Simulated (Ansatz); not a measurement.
CrF₃. The state is a quartet with charge 0. Geometry r2SCAN-D4/def2-TZVP.

```xyz
4

Cr   -0.003    0.006    0.007
F     1.283    1.059   -0.459
F    -1.559    0.170   -0.720
F     0.279   -1.235    1.172
```

B3LYP takes the VWN-RPA correlation.

**Question.** Estimate the α-spin orbital energies around the gap (eV) in Ansatz with PBE-D4/def2-SVP, r2SCAN-D4/def2-TZVPD, B3LYP-D4/def2-TZVP, PBE0-D4/def2-TZVP, PBE0-D4/def2-TZVPD.

**Answer.** 
```
orbital  PBE-D4/def2-SVP  r2SCAN-D4/def2-TZVPD  B3LYP-D4/def2-TZVP  PBE0-D4/def2-TZVP  PBE0-D4/def2-TZVPD
 HOMO−5           -10.12                -11.00              -12.21             -12.46              -12.46
 HOMO−4           -10.07                -11.00              -12.21             -12.46              -12.46
 HOMO−3            -9.63                -10.52              -11.69             -11.93              -11.94
 HOMO−2            -6.50                 -7.22               -8.86              -9.34               -9.31
 HOMO−1            -6.25                 -7.13               -8.86              -9.34               -9.31
   HOMO            -6.25                 -7.13               -8.78              -9.26               -9.23
   LUMO            -4.61                 -5.05               -4.16              -3.84               -3.82
 LUMO+1            -4.61                 -5.04               -4.16              -3.84               -3.81
 LUMO+2            -0.87                 -0.73               -0.78              -0.51               -0.57
 LUMO+3             1.06                 -0.15                1.31               1.58                0.01
 LUMO+4             2.92                  0.87                2.77               3.02                0.78
 LUMO+5             4.59                  0.87                2.85               3.09                0.78
 β HOMO            -9.69                -10.63              -11.80             -12.09              -12.09
 β LUMO            -3.82                 -3.48               -3.33              -2.69               -2.64
```
